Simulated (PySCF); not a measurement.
**C₆ coefficients of unlike pairs at UHF**

Calculated with PySCF 2.14 from the dipole response of each species, C₆(A,B) = (3/π) ∫ α_A(iu) α_B(iu) du, in atomic units, from isotropic polarisabilities. For ions this is the dispersion term alone; charge-induced terms of lower order in 1/R come first.

```json
{"species": "Si⁺", "configuration": "[Ne] 3s2 3p1 (2P)", "basis": "aug-cc-pVTZ-DK (6s5p3d2f)", "relativity": "spin-free X2C", "α (bohr³)": "19.51", "C₆ (like pair)": "104.8"}
{"species": "Ge", "configuration": "[Ar] 3d10 4s2 4p2 (3P)", "basis": "aug-cc-pVDZ-DK (6s5p3d)", "relativity": "spin-free X2C", "α (bohr³)": "40.19", "C₆ (like pair)": "352.7"}
{"species": "Se³⁺", "configuration": "[Ar] 3d10 4s2 4p1 (2P)", "basis": "def2-TZVPPD (7s6p5d1f)", "relativity": "none", "α (bohr³)": "7.298", "C₆ (like pair)": "25.49"}
{"species": "F²⁺", "configuration": "[He] 2s2 2p3 (4S)", "basis": "aug-cc-pVTZ with one added diffuse shell each of s, p, d, f type (6s5p4d3f)", "relativity": "none", "α (bohr³)": "1.272", "C₆ (like pair)": "1.564"}
```

Question: Estimate C₆ for Se³⁺ with Ge.

Answer: The integral gives 88.67. The combination rule 2 C_A C_B / (C_A α_B/α_A + C_B α_A/α_B) gives 87.95 and the geometric mean 94.81.

No spin-orbit coupling is included.

The other pairs:

| pair | C₆ |
| --- | --- |
| Ge, Si⁺ | 191.3 |
| F²⁺, Si⁺ | 10.45 |
| F²⁺, Ge | 18.22 |
| Se³⁺, Si⁺ | 49.72 |
| F²⁺, Se³⁺ | 5.865 |
